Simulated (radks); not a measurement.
Problem. The potassium ion K6+ is in [Ne] 3s2 3p1. Method: scalar-relativistic Kohn-Sham, PBE, spin-polarised, spherical densities, finite nucleus; Fermi nuclear charge, rms radius of each element as measured or else 0.836 A^(1/3) + 0.57 fm; computed with a radial shooting solver on a logarithmic mesh with Libxc functionals. Open shells are filled with parallel spins first. One electron is removed from 2p, 2s, 3p, 3s in turn, with full relaxation. Which removal costs least, and what does each cost?

Solution. 3p 117.66 eV; 3s 133.81 eV; 2p 418.57 eV; 2s 488.36 eV. The 3p electron leaves first.
